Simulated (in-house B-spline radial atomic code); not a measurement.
A fraction x of an electron is removed from 4s in Mn⁺, starting from [Ar] 3d5 4s1 and keeping the highest spin. Computed with an all-electron radial atomic-structure program (B-spline basis): non-relativistic AM05, spin-polarised, spherical fractional occupations, point nucleus.

| x | E(x) - E(0) (eV) | 4s up level (eV) |
| --- | --- | --- |
| 0 | 0.0000 | -12.489 |
| 0.06 | 0.7621 | -12.913 |
| 0.17 | 2.2253 | -13.693 |
| 0.25 | 3.3435 | -14.261 |
| 0.38 | 5.2576 | -15.187 |
| 0.5 | 7.1312 | -16.041 |
| 0.53 | 7.6157 | -16.254 |
| 0.67 | 9.9608 | -17.247 |
| 0.77 | 11.7207 | -17.951 |
| 0.89 | 13.9252 | -18.788 |
| 1 | 16.0335 | - |

The exact functional would give a straight line between the two integer points. Deviations E(x) - E(0) - x[E(1) - E(0)], in eV: -0.2 at x = 0.06, -0.5 at x = 0.17, -0.665 at x = 0.25, -0.835 at x = 0.38, -0.886 at x = 0.5, -0.882 at x = 0.53, -0.782 at x = 0.67, -0.625 at x = 0.77, -0.345 at x = 0.89.

The curve lies below the straight line by up to 0.886 eV (at x = 0.5): convex, the delocalisation error that favours fractional charges.

(1) How well does Slater's transition state (minus the level at half occupation) give the ionisation energy?

Results:

(1) It gives 16.041 eV against 16.034 eV from the two total energies; NIST lists 15.64 eV, ground level to ground level.
